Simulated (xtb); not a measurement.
CH₈Cl₂Si₃, SMILES Cl[Si](C[SiH3])(Cl)[SiH3]. All values are semi-empirical tight-binding results from xtb (GFN2-xTB unless named), good for trends rather than for accurate numbers. Geometry optimised at GFN2-xTB. The structure was generated by enumeration, and PubChem lists no compound with its InChIKey, so it may never have been made. The values are those of a single conformer.

Optimised geometry:

```xyz
14

Si     1.9759     0.5040    -1.9536
C      1.2113    -0.7991    -0.7917
Si    -0.2416    -0.2040     0.2916
Si    -2.0680     0.6481    -0.8589
Cl    -0.7948    -1.8012     1.4539
Cl     0.5286     1.1757     1.5901
H      0.9418     0.9487    -2.8917
H      3.0830    -0.1186    -2.6840
H      2.4746     1.6386    -1.1795
H      0.8732    -1.6428    -1.3945
H      2.0015    -1.1908    -0.1477
H     -1.7076     1.8843    -1.5564
H     -3.2075     0.9488     0.0114
H     -2.5300    -0.3135    -1.8635
```
Charge 0, spin multiplicity 1.

```yaml
orbital_gap: 4.40 eV
dipole_moment: 2.16 D
zero_point_energy: 48.9 kcal/mol
G − E(el) at 298.15 K (modified RRHO): 24.5 kcal/mol
static polarisability (D4 model): 123.9 bohr³
solvation energy, GFN2-xTB/ALPB(water): -1.6 kcal/mol
solvation energy, GFN2-xTB/ALPB(acetone): -6.4 kcal/mol
```

Computed atomic charges and the Wiberg bond orders between heavy atoms:
charges (e) Si1 0.45, C2 -0.25, Si3 0.48, Si4 0.39, Cl5 -0.28, Cl6 -0.28, H7 -0.11, H8 -0.09, H9 -0.10, H10 0.03, H11 0.04, H12 -0.10, H13 -0.08, H14 -0.10. Bond orders Si1–C2 0.90, C2–Si3 0.92, Si3–Si4 0.79, Si3–Cl5 1.04, Si3–Cl6 1.05.
